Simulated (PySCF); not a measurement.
## Vertical excitation energies

C7H8ClN.
Structure used (PBE0-D3(BJ)/def2-SVP), in Å, numbered top down from 1:
```xyz
17
C7H8ClN angstrom
C     -2.3597   -0.6243   -0.3048
C     -1.4624    0.2157    0.2467
C     -1.8754    1.5723    0.7368
C     -0.0798   -0.2519    0.3419
C      1.0414    0.3090    0.8265
Cl     1.1500    1.8971    1.5154
C      2.3642   -0.4110    0.8341
C      3.3886    0.2449    0.0228
N      4.2097    0.7504   -0.6157
H     -2.0702   -1.6139   -0.6683
H     -3.4101   -0.3420   -0.4089
H     -2.9532    1.7190    0.5848
H     -1.3362    2.3713    0.2067
H     -1.6529    1.6993    1.8065
H      0.0735   -1.2600   -0.0580
H      2.2292   -1.4386    0.4640
H      2.7460   -0.4826    1.8673
```

Method: TDDFT CAM-B3LYP/def2-SVPD, vertical, gas phase, core orbitals frozen in the response in PySCF.

Task: What does the calculation give for the low-lying excited states?

Result: 

```
state  E (eV)  E (kJ/mol)  λ (nm)       f  main configurations (H = HOMO, L = LUMO)
   S1    5.40         521   229.6   0.702                                 H→L (98%)
   S2    6.09         588   203.4  0.0036                               H→L+1 (81%)
   S3    6.67         643   186.0  0.0050     H→L+2 (49%), H→L+3 (22%), H→L+1 (10%)
   S4    6.84         660   181.2  0.0004                               H-2→L (93%)
   S5    7.01         676   176.9  0.0057     H-1→L (41%), H→L+4 (21%), H→L+5 (12%)
   S6    7.12         687   174.1   0.012     H-1→L (36%), H→L+3 (24%), H→L+2 (17%)
```

The lowest singlet comes at 230 nm (521 kJ/mol) in the ultraviolet; it is strong; its leading configuration is HOMO→LUMO (98%). The lowest level is also the most intense of those listed (f = 0.702). Löwdin shares by element: HOMO carbon 74% or more (atoms not listed hold the other 26%); LUMO carbon 75% or more (atoms not listed hold the other 25%). Weighted by f, the mean energy of these states is 5.45 eV. The listed states span 1.72 eV, and the widest gap between neighbours is 0.69 eV (S1 to S2). The oscillator strengths of these states sum to 0.729; summed over the whole spectrum of an exact calculation they would give the number of electrons, 74 (Thomas–Reiche–Kuhn). Only the lowest 6 singlets were computed, as vertical energies without vibronic structure.

The run took about 90 s of CPU time (one thread, shared machine).

One conformer stands for the species.
